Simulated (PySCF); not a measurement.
PySCF input (M06-2X/def2-TZVPD):

```python
from pyscf import gto, scf, dft

mol = gto.M(
    atom='''
    Si    0.01948818   -0.43777756   -0.10293778
    N     1.36604161    0.57197749   -0.46774001
    N    -1.39982509    0.18692618    0.64618647
    H     0.53666540   -1.45908698    0.83339069
    H    -0.42828634   -0.97551289   -1.40585561
    H     1.99371968    0.89432904    0.25182644
    H     1.35089916    1.20782374   -1.24947489
    H    -1.42280477    0.40744566    1.62928477
    H    -2.06654327    0.74156163    0.13283227
    ''',
    basis='def2-tzvpd',
    charge=0,
    spin=0,
    verbose=4,
)

mf = dft.RKS(mol, xc='m062x').density_fit(auxbasis='def2-universal-jkfit')
mf.grids.level = 4
mf.conv_tol = 1e-9
mf.max_cycle = 100
mf.max_memory = 1500
mf.kernel()
if not mf.converged:
    mf = mf.newton()
    mf.kernel(mf.make_rdm1())
mf.analyze()
```

End of the output:

```
Extra cycle  E= -402.650061753817  delta_E= -5.8e-12  |g|= 1.78e-06  |ddm|= 8.31e-06
converged SCF energy = -402.650061753817
**** SCF Summaries ****
Total Energy =                        -402.650061753817340
Nuclear Repulsion Energy =             118.686956414682385
One-electron Energy =                 -790.025119783427613
Two-electron Energy =                  268.688101614927859
Two-electron Coulomb Energy =          305.705035818347142
DFT Exchange-Correlation Energy =      -37.016934203419311
HOMO-LUMO gap [eV] =                     8.849406467665252
**** MO energy ****
MO #1   energy= -67.0044790457559  occ= 2
MO #2   energy= -14.7160830313736  occ= 2
MO #3   energy= -14.7160757079298  occ= 2
MO #4   energy= -5.54097174716658  occ= 2
MO #5   energy= -3.85218435085813  occ= 2
MO #6   energy= -3.85190794231991  occ= 2
MO #7   energy= -3.85160636210927  occ= 2
MO #8   energy= -0.951370869057295 occ= 2
MO #9   energy= -0.9333274027632   occ= 2
MO #10  energy= -0.608036049811545 occ= 2
MO #11  energy= -0.562047981529947 occ= 2
MO #12  energy= -0.548525293597498 occ= 2
MO #13  energy= -0.491787186349271 occ= 2
MO #14  energy= -0.426172051795426 occ= 2
MO #15  energy= -0.385606325034246 occ= 2
MO #16  energy= -0.345619156392047 occ= 2
MO #17  energy= -0.312136639582256 occ= 2
MO #18  energy= 0.013073052462135  occ= 0
MO #19  energy= 0.0382896836155144 occ= 0
MO #20  energy= 0.0488166751507862 occ= 0
MO #21  energy= 0.0659262845704265 occ= 0
MO #22  energy= 0.0713807456025878 occ= 0
MO #23  energy= 0.0842543685515686 occ= 0
MO #24  energy= 0.0895204551726202 occ= 0
MO #25  energy= 0.0916784423554924 occ= 0
MO #26  energy= 0.12847533865195   occ= 0
MO #27  energy= 0.139336150082842  occ= 0
MO #28  energy= 0.144710147743119  occ= 0
MO #29  energy= 0.15560683151169   occ= 0
MO #30  energy= 0.157912490609477  occ= 0
MO #31  energy= 0.169955295731338  occ= 0
MO #32  energy= 0.171103659169493  occ= 0
MO #33  energy= 0.194764555911611  occ= 0
MO #34  energy= 0.207402735805935  occ= 0
MO #35  energy= 0.211741504488603  occ= 0
MO #36  energy= 0.234411378652026  occ= 0
MO #37  energy= 0.246271075289965  occ= 0
MO #38  energy= 0.254551953510913  occ= 0
MO #39  energy= 0.256746061618467  occ= 0
MO #40  energy= 0.265896485066137  occ= 0
MO #41  energy= 0.286184089697089  occ= 0
MO #42  energy= 0.29377628621511   occ= 0
MO #43  energy= 0.302575670326433  occ= 0
MO #44  energy= 0.303695586458127  occ= 0
MO #45  energy= 0.311489104655717  occ= 0
MO #46  energy= 0.316093127612062  occ= 0
MO #47  energy= 0.32516228438422   occ= 0
MO #48  energy= 0.325722632381071  occ= 0
MO #49  energy= 0.350133989316511  occ= 0
MO #50  energy= 0.351118517727836  occ= 0
MO #51  energy= 0.380155306569933  occ= 0
MO #52  energy= 0.398321135228093  occ= 0
MO #53  energy= 0.405640604643365  occ= 0
MO #54  energy= 0.417831944577222  occ= 0
MO #55  energy= 0.423288879832678  occ= 0
MO #56  energy= 0.445277876056187  occ= 0
MO #57  energy= 0.449391966927486  occ= 0
MO #58  energy= 0.455627367648983  occ= 0
MO #59  energy= 0.465851213207639  occ= 0
MO #60  energy= 0.497204591972309  occ= 0
MO #61  energy= 0.513332671691397  occ= 0
MO #62  energy= 0.524532112672714  occ= 0
MO #63  energy= 0.526297587074876  occ= 0
MO #64  energy= 0.552594554778874  occ= 0
MO #65  energy= 0.573829005553815  occ= 0
MO #66  energy= 0.589692086172737  occ= 0
MO #67  energy= 0.612914826239047  occ= 0
MO #68  energy= 0.650415269226788  occ= 0
MO #69  energy= 0.669615735020152  occ= 0
MO #70  energy= 0.695535147064594  occ= 0
MO #71  energy= 0.696992312166173  occ= 0
MO #72  energy= 0.728928990786492  occ= 0
MO #73  energy= 0.749753426102905  occ= 0
MO #74  energy= 0.758171614795012  occ= 0
MO #75  energy= 0.801407085201344  occ= 0
MO #76  energy= 0.804630767405919  occ= 0
MO #77  energy= 0.83213119211487   occ= 0
MO #78  energy= 0.841013611293189  occ= 0
MO #79  energy= 0.864247479537106  occ= 0
MO #80  energy= 0.896915003285252  occ= 0
MO #81  energy= 0.910485673825469  occ= 0
MO #82  energy= 0.925294501557197  occ= 0
MO #83  energy= 0.959453896768537  occ= 0
MO #84  energy= 0.977991678224899  occ= 0
MO #85  energy= 1.11838072357368   occ= 0
MO #86  energy= 1.12317622929312   occ= 0
MO #87  energy= 1.15556109542193   occ= 0
MO #88  energy= 1.20931523088751   occ= 0
MO #89  energy= 1.22097015917538   occ= 0
MO #90  energy= 1.24807038401487   occ= 0
MO #91  energy= 1.25557338296601   occ= 0
MO #92  energy= 1.28116364117302   occ= 0
MO #93  energy= 1.35453295551799   occ= 0
MO #94  energy= 1.35946382873      occ= 0
MO #95  energy= 1.36154353333614   occ= 0
MO #96  energy= 1.39932951505655   occ= 0
MO #97  energy= 1.41772993550088   occ= 0
MO #98  energy= 1.44873384892672   occ= 0
MO #99  energy= 1.46048163437619   occ= 0
MO #100 energy= 1.54156702687576   occ= 0
MO #101 energy= 1.57343621790873   occ= 0
MO #102 energy= 1.57380454334461   occ= 0
MO #103 energy= 1.59325232312397   occ= 0
MO #104 energy= 1.62106197207765   occ= 0
MO #105 energy= 1.71242750292908   occ= 0
MO #106 energy= 1.7419462022448    occ= 0
MO #107 energy= 1.74897127148079   occ= 0
[...]
```
